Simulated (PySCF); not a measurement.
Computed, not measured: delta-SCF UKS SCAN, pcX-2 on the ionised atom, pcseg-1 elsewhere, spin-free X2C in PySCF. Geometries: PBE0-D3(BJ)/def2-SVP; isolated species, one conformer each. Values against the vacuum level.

Task: Rank by computed C 1s binding energy, lowest first.
A. C7 in `[CH2:1]=[CH:2][CH2:3][CH2:4][Se:5][CH2:6][CH3:7]`
B. C2 in `[Cl:1][CH:2]([Cl:3])[C@H:4]1[CH2:5][O:6]1`
C. Carbon in `C[SiH-]Cl`
D. C5 in `[SeH:1][CH2:2][CH:3]1[CH2:4][CH2:5][CH2:6][CH2:7]1`

Result: C (285.07 eV), D (290.25 eV), A (290.70 eV), B (294.13 eV).

From the lowest up, the atoms are bonded to: 3 H and Si in a species of charge -1 (285.07); 2 C and 2 H (290.25); C and 3 H (290.70); 2 Cl, C and H (294.13).

The basis sets have no added diffuse functions, a weakness for anions.
